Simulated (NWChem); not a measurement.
System: SnSiH$_{3}$I, singlet; SMILES [SiH3][Sn][I]

Results from NWChem. Low-valent species are run as closed-shell singlets; no triplet was tried in these runs. All runs use the structure optimised with PBE0/def2-SVP. def2 effective core potentials on Sn, I; no spin-orbit coupling. Ions are spin-unrestricted doublets at the neutral geometry; other ion states weren't tried. Functional: LC-ωPBE (HJS hole) with def2-SVP; rows give the range parameter ω in 1/bohr.

| range parameter (1/bohr) | vertical ionisation energy, ΔSCF (eV) | −ε(HOMO) (eV) | ΔSCF minus −ε(HOMO) (eV) |
|---|---|---|---|
| 0.35 | 8.41 | 8.56 | -0.15 |
| 0.40 | 8.46 | 8.73 | -0.27 |
| 0.50 | 8.54 | 8.96 | -0.42 |
| 0.60 | 8.58 | 9.10 | -0.52 |
| 0.80 | 8.62 | 9.23 | -0.61 |
